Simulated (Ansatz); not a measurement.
A made-up structure of BSiH₄I, singlet:

B1  (-1.073, 0.043, -0.668)
Si2  (0.648, 0.145, 0.360)
I3  (1.346, -1.998, 1.321)
H4  (-1.702, -0.961, -0.796)
H5  (-1.484, 1.046, -1.175)
H6  (0.516, 1.112, 1.484)
H7  (2.321, -2.753, 2.491)
(Å)

It is relaxed with PBE-D4/def2-SVP and then PBE0-D4/def2-TZVP (Ansatz 0.2.0). Atoms count as bonded within 1.22 times the sum of their covalent radii (H–H: 0.88 Å). The end point is not checked to be a true minimum.

(1) Does its bonding change? (A judgement: the text doesn't fix the answer.)

Results:

(1) By the calculation: No: no bond forms or breaks.

Where it ends: The first stage lowers the energy by 1.25 eV in 17 steps. It ends as BSiH₄I ([BH2][SiH][IH]):
B1  (-0.927, -0.124, -0.346)
Si2  (0.922, 0.416, -0.017)
I3  (1.877, -1.828, 1.051)
H4  (-1.298, -1.245, -0.548)
H5  (-1.713, 0.760, -0.563)
H6  (0.882, 1.124, 1.311)
H7  (0.829, -2.467, 2.129)
(Å)

Labels in which every atom is bracketed show which atoms are joined, not bond orders.

For scale, one of the runs: PBE0-D4/def2-TZVP relaxation, 142 basis functions, launched by `ansatz run in.yaml --threads 2 --pin off --events-out ev --progress --plain --max-ram 4352MiB`. Hardware: 2 CPU threads of an Arm Neoverse V2, shared host. Wall time about 40 s.
